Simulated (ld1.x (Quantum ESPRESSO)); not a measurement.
## Li: excitation energies, all-electron against TM

```json
{
 "Element": "lithium (Li)",
 "Generator": "ld1.x (Quantum ESPRESSO) 7.5",
 "Type": "norm-conserving Troullier–Martins (Kleinman–Bylander form)",
 "Functional": "Wu–Cohen",
 "Relativity": "non-relativistic",
 "Frozen core": "none",
 "Valence charge": "3",
 "Reference configuration": "1s2 2s1 2p0",
 "Partial waves": "2p (bound, empty): rc 4.20 bohr; 3d channel at -0.05 Ry: rc 4.55 bohr; 1s (bound): rc 0.65 bohr",
 "Local potential": "the s channel",
 "Core correction": "none"
}
```

Occupied shells without a wave of their own: 2s. They enter only through the test configuration that unscreens the potential.

Energies are relative to the spin-unpolarised reference configuration 1s2 2s1 2p0; without spin polarisation the order of configurations can differ from experiment.

| valence configuration | charge | ΔE all-electron (eV) | error AE − PS (meV) |
| --- | --- | --- | --- |
| 1s2 2s0.5 2p0 | +0.5 | 2.010 | +5.1 |
| 1s2 2s0 2p1 | 0 | 1.766 | +5.3 |
| 1s1 2s1 2p0 | +1 | 68.096 | +91 |

(1) What are ΔE and the potential's error for 1s2 2s0 2p0?

Answers

(1) ΔE = 5.194 eV all-electron; the error (AE − PS) is +13 meV.
